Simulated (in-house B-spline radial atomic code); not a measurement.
Configurations of neutral zinc, with energies counted from [Ar] 3d10 4s2. Level of theory: scalar-relativistic (X2C) LC-wPBE, spin-polarised, spherical fractional occupations, exact exchange averaged over the configuration, Fermi nucleus of rms radius 3.9283 fm; calculated with a radial B-spline atomic code at the basis-set limit. Shells without spins written out take the highest spin.

Occupations are held fixed; configurations that lie above the ionisation limit could autoionise.

```csv
configuration,E - E(ref) (eV),highest orbital,its <r> (bohr)
[Ar] 3d10 4s1 4f1,8.1873,4f up,17.27
[Ar] 3d9 4s2 5p1,15.35,5p up,10.09
[Ar] 3d9 4s2 4d1,15.669,4d up,9.768
[Ar] 3d9 4s2 5f1,16.736,5f up,30.46
[Ne] 3s2 3p5 3d10 4s2 4f1,90.819,4f up,17.25
```

Order these further configurations by energy, lowest first.
A. [Ne] 3s2 3p5 3d10 4s2 5d1
B. [Ar] 3d10 4s1 5d1
C. [Ar] 3d10 4s1 5p1
D. [Ne] 3s2 3p5 3d10 4s2 5s1
E. [Ar] 3d10 4s1 4d1

C (7.2322 eV), E (7.4817 eV), B (8.2053 eV), D (88.837 eV), A (90.827 eV).

How far above the reference does [Ne] 3s2 3p5 3d10 4s2 4d1 lie?

90.094 eV; its least bound orbital is 4d up with <r> = 9.77 bohr.
